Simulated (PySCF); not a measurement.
Be(H)(OSiH3) (BeH4OSi), SMILES [BeH][O][SiH3]. Geometry: PBE-D3(BJ)/def2-TZVP.

Method: PBE-D3(BJ)/def2-TZVP run with PySCF.

Harmonic wavenumbers (cm⁻¹): 92, 92, 541, 541, 708, 708, 719, 923, 923, 954, 1304, 2131, 2164, 2165, 2165. Rotational constants (GHz): 84.39, 5.372, 5.372; symmetry number 3.

Task: Work out the zero-point energy and the ideal-gas rigid-rotor harmonic-oscillator thermochemistry at 298.15 K and 1 atm.

Result: ZPE = ½ Σ hcν = ½ × 16131 cm⁻¹ = 96.49 kJ/mol. H − E(el) = 112.62 kJ/mol. Entropy in J/(mol K): translation 159.20, rotation 84.61, vibration 40.27, total 284.08. G − E(el) = 27.93 kJ/mol. Cp = 75.89 J/(mol K). Modes under 150 cm⁻¹ make the vibrational entropy uncertain.
